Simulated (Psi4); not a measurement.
hafnium atom (Hf), triplet (typed; the unrestricted solution is spin-contaminated) (core potentials on Hf); PBE0/def2-SVPD (Psi4).

Psi4 was given this input:
```
memory 2 GB

molecule {
0 3
  Hf    0.00000000    0.00000000    0.00000000
}

set basis def2-svpd
set reference uks

energy('pbe0')
print_variables()
```

It wrote (shortened):

```
   => Loading Basis Set <=

    Name: DEF2-SVPD
    Role: ORBITAL
    Keyword: BASIS

    !!!  WARNING: ECP capability is in beta. Please check occupations closely.  !!!

         ---------------------------------------------------------
                                   SCF
               by Justin Turney, Rob Parrish, Andy Simmonett
                          and Daniel G. A. Smith
                              UKS Reference
         ---------------------------------------------------------

  ==> Geometry <==

    Molecular point group: d2h
    Geometry (in Angstrom), charge = 0, multiplicity = 3:

       Center              X                  Y                   Z               Mass
    ------------   -----------------  -----------------  -----------------  -----------------
         HF           0.000000000000     0.000000000000     0.000000000000   179.946557000000

  Running in d2h symmetry.

  Rotational constants: A = ************  B = ************  C = ************ [cm^-1]
  Rotational constants: A = ************  B = ************  C = ************ [MHz]
  Nuclear repulsion =    0.000000000000000

  Charge       = 0
  Multiplicity = 3
  Electrons    = 12
  Nalpha       = 7
  Nbeta        = 5

  ==> Algorithm <==

  SCF Algorithm Type is DF.
  DIIS enabled.
  MOM disabled.
  Fractional occupation disabled.
  Guess Type is CORE.
  Energy threshold   = 1.00e-06
  Density threshold  = 1.00e-06
  Integral threshold = 1.00e-12

  ==> Primary Basis <==

  Basis Set: DEF2-SVPD
    Blend: DEF2-SVPD
    Number of shells: 13
    Number of basis functions: 35
    Number of Cartesian functions: 40
    Spherical Harmonics?: true
    Max angular momentum: 3

  Core potential: DEF2-SVPD
    Number of shells: 4
    Number of ECP primitives: 10
    Number of ECP core electrons: 60
    Max angular momentum: 3

  ==> DFT Potential <==

   => LibXC <=

    Version 7.1.2
    S. Lehtola, C. Steigemann, M. J. T. Oliveira, and M. A. L. Marques,  SoftwareX 7, 1–5 (2018) (10.1016/j.softx.2017.11.002)

   => Composite Functional: PBE0 <=

    PBE0 Hyb-GGA Exchange-Correlation Functional

    C. Adamo and V. Barone,  J. Chem. Phys. 110, 6158 (1999) (10.1063/1.478522)
    M. Ernzerhof and G. E. Scuseria,  J. Chem. Phys. 110, 5029 (1999) (10.1063/1.478401)

    Deriv               =              1
    GGA                 =           TRUE
    Meta                =          FALSE

    Exchange Hybrid     =           TRUE
    MP2 Hybrid          =          FALSE

   => Exchange Functionals <=

    0.7500   Perdew, Burke & Ernzerhof

   => Exact (HF) Exchange <=

    0.2500               HF

   => Correlation Functionals <=

    1.0000   Perdew, Burke & Ernzerhof

   => LibXC Density Thresholds  <==

    XC_HYB_GGA_XC_PBEH:  1.00E-15

   => Molecular Quadrature <=

    Radial Scheme          =       TREUTLER
    Pruning Scheme         =           NONE
    Nuclear Scheme         =       TREUTLER

    Blocking Scheme        =         OCTREE
    BS radius alpha        =              1
    Pruning alpha          =              1
    Radial Points          =             75
    Spherical Points       =            302
    Total Points           =          21134
    Total Blocks           =            240
    Max Points             =            256
    Max Functions          =             35
    Weights Tolerance      =       1.00E-15

   => Loading Basis Set <=

    Name: (DEF2-SVPD AUX)
    Role: JKFIT
    Keyword: DF_BASIS_SCF

  ==> Integral Setup <==

  SCF_SUBTYPE=INCORE selected. In-core MEM_DF algorithm will be used.
  Using in-core AOs.

  ==> MemDFJK: Density-Fitted J/K Matrices <==

    J tasked:                   Yes
    K tasked:                   Yes
    wK tasked:                   No
    Algorithm:                 Core
    Schwarz Cutoff:           1E-12
    Mask sparsity (%):       0.0000
    Fitting Condition:        1E-10

   => Auxiliary Basis Set <=

  Basis Set: (DEF2-SVPD AUX)
    Blend: DEF2-UNIVERSAL-JKFIT
    Number of shells: 45
[...]
   @DF-UKS iter   3:   -47.78512659410456   -1.15367e+00   1.19576e-02 ADIIS/DIIS
   @DF-UKS iter   4:   -47.82297905365812   -3.78525e-02   2.03684e-03 ADIIS/DIIS
   @DF-UKS iter   5:   -47.82327211348164   -2.93060e-04   9.45531e-04 ADIIS/DIIS
   @DF-UKS iter   6:   -47.82344477335943   -1.72660e-04   4.54100e-05 DIIS
   @DF-UKS iter   7:   -47.82344630854394   -1.53518e-06   1.97673e-05 DIIS
   @DF-UKS iter   8:   -47.82344700087848   -6.92335e-07   1.14244e-05 DIIS
   @DF-UKS iter   9:   -47.82344785828155   -8.57403e-07   9.84250e-06 DIIS
   @DF-UKS iter  10:   -47.82344845633767   -5.98056e-07   9.53137e-06 DIIS
   @DF-UKS iter  11:   -47.82345204464459   -3.58831e-06   7.91308e-06 DIIS
   @DF-UKS iter  12:   -47.82345672502376   -4.68038e-06   1.13502e-05 DIIS
   @DF-UKS iter  13:   -47.82345673929162   -1.42679e-08   1.25170e-05 DIIS
   @DF-UKS iter  14:   -47.82345698082761   -2.41536e-07   4.10132e-06 DIIS
   @DF-UKS iter  15:   -47.82345699371675   -1.28891e-08   6.89231e-07 DIIS
  Energy and wave function converged.

  ==> Post-Iterations <==

   Electrons on quadrature grid:
      Nalpha   =    7.0000000000 ; deviation = -7.105e-15
      Nbeta    =    5.0000000000 ; deviation = 2.665e-15
      Ntotal   =   12.0000000000 ; deviation = -4.441e-15

   @Spin Contamination Metric:   2.384223216E-01
   @S^2 Expected:                2.000000000E+00
   @S^2 Observed:                2.238422322E+00
   @S   Expected:                1.000000000E+00
   @S   Observed:                1.000000000E+00

    Orbital Energies [Eh]
    ---------------------

    Alpha Occupied:

[...]
       3Ag    -0.144300

    Alpha Virtual:

[...]
      10Ag   706.736819

    Beta Occupied:

[...]
    Beta Virtual:

[...]
    Final Occupation by Irrep:
             Ag   B1g   B2g   B3g    Au   B1u   B2u   B3u
    DOCC [     2,    0,    0,    0,    0,    1,    1,    1 ]
    SOCC [     1,    1,    0,    0,    0,    0,    0,    0 ]
    NA   [     3,    1,    0,    0,    0,    1,    1,    1 ]
    NB   [     2,    0,    0,    0,    0,    1,    1,    1 ]

  @DF-UKS Final Energy:   -47.82345699371675

   => Energetics <=

    Nuclear Repulsion Energy =              0.0000000000000000
    One-Electron Energy =                 -79.0018022595729263
    Two-Electron Energy =                  35.6585813773035767
    DFT Exchange-Correlation Energy =      -4.4802361114473985
    Empirical Dispersion Energy =           0.0000000000000000
    VV10 Nonlocal Energy =                  0.0000000000000000
    Total Energy =                        -47.8234569937167464

  UHF NO Occupations:
  HONO-2 :    2 Ag 1.8732563
  HONO-1 :    3 Ag 1.0000000
  HONO-0 :    1B1g 1.0000000
  LUNO+0 :    4 Ag 0.1267437
  LUNO+1 :    2B2u 0.0001869
  LUNO+2 :    2B3u 0.0001869
  LUNO+3 :    2B1u 0.0001013

Computation Completed

Properties will be evaluated at   0.000000,   0.000000,   0.000000 [a0]

Properties computed using the SCF density matrix

 Multipole Moments:

 ------------------------------------------------------------------------------------
     Multipole            Electronic (a.u.)      Nuclear  (a.u.)        Total (a.u.)
 ------------------------------------------------------------------------------------

 L = 1.  Multiply by 2.5417464519 to convert [e a0] to [Debye]
 Dipole X            :          0.0000000            0.0000000            0.0000000
 Dipole Y            :          0.0000000            0.0000000            0.0000000
 Dipole Z            :          0.0000000            0.0000000            0.0000000
 Magnitude           :                                                    0.0000000

 ------------------------------------------------------------------------------------

  Variable Map:
  ----------------------------------------------------------------------------
[...]
  Array Variable Map:
  ----------------------------------------------------------------------------
[...]
[...]
```
